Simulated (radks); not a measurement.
Q: Coulomb parameter of the 4d shell of the silver ion Ag2+ in the model configuration [Kr] 4d7 5p2, as a second difference U = [E(n + 0.5) + E(n - 0.5) - 2 E(n)] / (0.5)^2 with all orbitals relaxed. "Bare": the charge of the atom changes with n. "Screened": the 5p shell takes up the change at fixed total charge, which measures U(4d,4d) + U(5p,5p) - 2 U(4d,5p). All-electron calculation, scalar-relativistic Kohn-Sham, PBE, spin-unpolarised, spherical densities, finite nucleus; Fermi nuclear charge, rms radius 4.5454 fm. Program: a radial shooting solver on a logarithmic mesh with Libxc functionals. Estimate both.

A: U(bare) = 14.649 eV, U(screened by 5p) = 3.618 eV, against the Slater integral F0(4d,4d) = 20.161 eV with frozen orbitals.
